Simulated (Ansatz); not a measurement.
Job for Ansatz (an electronic-structure program): R-B3LYP/def2-TZVPP on H2SSi (SMILES [SiH]S), atoms moved off the minimum.

Ansatz 0.2 input:
```yaml
crystal:
  periodic: [false, false, false]
  atoms:
    - {symbol: Si, position_ang: [0.16594681, -0.81005400, 0.70551397]}
    - {symbol: H, position_ang: [0.79356130, -1.77528247, -0.36737102]}
    - {symbol: S, position_ang: [-0.18090271, 0.73078594, -0.67954989]}
    - {symbol: H, position_ang: [-0.61893953, 1.61929717, 0.17741718]}
basis:
  gaussian:
    orbitals: def2-TZVPP
hamiltonian:
  xc: {name: B3LYP}
scf: {lower_state_search: off}
output: {forces: true}
```

Question: Predict the final total energy.

Answer: -688.9268 hartree.
